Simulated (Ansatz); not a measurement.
Calculated with Ansatz (gas phase, PBE0-D4/def2-TZVP geometries, no zero-point term in ΔE). CCSD(T)/CBS is the MP2 limit (def2-TZVPP, def2-QZVPP) plus CCSD(T) − MP2 in def2-TZVPP, frozen cores. DFT in def2-TZVPP. Elements past krypton have def2 core potentials. For Sn, Ti outer-core shells are correlated without core-valence functions, which leaves a few kJ/mol of doubt a bond. Scalar relativity is left out up to krypton.

Consider the redistribution: `C[B](F)[SnH3]` + `CC1=CC(C(F)(F)F)=[O+][Ti-]([CH3])([F])([F])[O]1` → `C[B](C)[SnH3]` + `CC1=CC(C(F)(F)F)=[O+][Ti-]([F])([F])([F])[O]1`.

`C[B](F)[SnH3]`:

```xyz
10

C     0.363   -0.983    1.329
B     0.407   -0.685   -0.197
F     1.002   -1.545   -1.013
Sn   -0.502    1.181   -1.142
H     0.851   -0.170    1.879
H    -0.674   -0.987    1.682
H     0.837   -1.930    1.601
H    -0.322    1.230   -2.840
H    -2.175    1.290   -0.795
H     0.214    2.600   -0.505
```

`CC1=CC(C(F)(F)F)=[O+][Ti-]([CH3])([F])([F])[O]1`:

Cartesian coordinates in Å:
```
C 0.383 -1.620 -2.633
C 0.227 -0.731 -1.448
C 1.326 -0.373 -0.667
C 1.159 0.495 0.398
C 2.370 0.920 1.237
F 2.528 2.239 1.180
F 2.184 0.575 2.509
F 3.500 0.350 0.816
O 0.076 1.008 0.772
Ti -1.856 0.810 0.127
C -2.202 0.143 2.041
F -3.402 0.209 -0.486
F -2.038 2.551 0.016
O -0.954 -0.325 -1.211
H 1.410 -1.952 -2.768
H 0.050 -1.084 -3.525
H -0.275 -2.485 -2.520
H 2.307 -0.751 -0.908
H -1.615 0.706 2.766
H -1.907 -0.912 2.063
H -3.272 0.227 2.242
```

`C[B](C)[SnH3]`:

Cartesian coordinates in Å:
```
C -1.568 -0.384 0.574
B -0.064 -0.174 0.228
C 1.064 -0.857 1.055
Sn 0.483 1.160 -1.526
H -1.826 0.474 1.217
H -1.766 -1.282 1.167
H -2.260 -0.337 -0.269
H 0.749 -1.206 2.043
H 1.327 -1.757 0.475
H 1.992 -0.288 1.139
H 2.173 1.317 -1.769
H -0.175 0.584 -3.002
H -0.130 2.750 -1.333
```

`CC1=CC(C(F)(F)F)=[O+][Ti-]([F])([F])([F])[O]1`:

Z-matrix (Å, degrees):
```
Ti
O 1 1.952
F 1 1.749 2 121.4
F 1 1.749 2 121.3 3 -162.6
C 1 2.989 2 17.7 3 -81.2
F 1 1.757 2 86.8 3 98.7
O 1 2.049 2 80.8 3 -81.3
C 5 1.531 1 140.3 2 0.0
C 5 1.366 1 99.3 2 -179.9
C 7 1.253 1 136.1 2 -0.0
F 8 1.330 5 110.0 1 -60.2
F 8 1.333 5 111.9 1 179.5
F 8 1.330 5 110.1 1 59.3
H 9 1.078 5 120.0 1 -179.9
C 10 1.490 7 117.4 1 -179.5
H 15 1.088 10 112.4 7 -174.3
H 15 1.092 10 109.1 7 -51.8
H 15 1.093 10 108.6 7 64.5
```

```tsv
level	ΔE (kJ/mol)
PBE0-D4	-49.7
ωB97M-V	-43.7
B2PLYP	-48.4
PBE0	-49.8
HF/def2-TZVPP	-42.5
MP2/def2-TZVPP	-45.2
SCS-MP2/def2-TZVPP	-40.8
HF/CBS(def2)	-44.0
```

What does CCSD(T)/CBS give? (Best estimate.)

The calculation gave: -41.9 kJ/mol. The listed levels differ from it by -7.8, -1.8, -6.5, -7.9, -0.6, -3.3, 1.1, -2.1 kJ/mol.

Largest T1 diagnostic among the species: 0.020, so the coupled-cluster value is less sure than usual.

From PBE to PBE0 (25 % exact exchange), in def2-TZVPP and without D4, ΔE moves by +6.1 kJ/mol.
